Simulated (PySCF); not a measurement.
## O²⁺ (oxygen, charge +2) across methods

[He] 2s1 2p2 3s1, high-spin 5P determinant (an excited configuration). Computed with PySCF 2.14 in aug-cc-pVDZ-DK (4s3p2d, 23 functions), with the spin-free X2C one-electron Hamiltonian (Gaussian nucleus).

```tsv
method	E (hartree)	mean ε 2s α (eV)	mean ε 2p α (eV)	mean ε 3s α (eV)	Σ⟨r²⟩ (bohr²)	⟨S²⟩
HSE06	-71.7117	-75.052	-59.945	-19.029	14.33	6.000
M06	-71.7150	-74.915	-59.838	-19.094	14.46	6.000
PBE0	-71.7043	-75.515	-60.369	-19.411	14.35	6.000
UHF	-71.65837	-86.112	-69.055	-21.218	14.48	6.000
BLYP	-71.7387	-71.442	-57.056	-18.450	14.28	6.000
PBE	-71.6878	-71.824	-57.327	-18.699	14.29	6.000
wB97X	-71.7720	-77.698	-62.571	-21.106	14.40	6.000
LDA	-71.1899	-71.401	-57.078	-18.755	14.28	6.000
```

Task: Estimate the same row for r2SCAN.

Result: E (hartree) = -71.7523; mean ε 2s α (eV) = -73.398; mean ε 2p α (eV) = -58.499; mean ε 3s α (eV) = -18.741; Σ⟨r²⟩ (bohr²) = 14.45; ⟨S²⟩ = 6.000.

The outer electron is Rydberg-like, and this basis confines it to a smaller radius and binds it less than a complete one would.
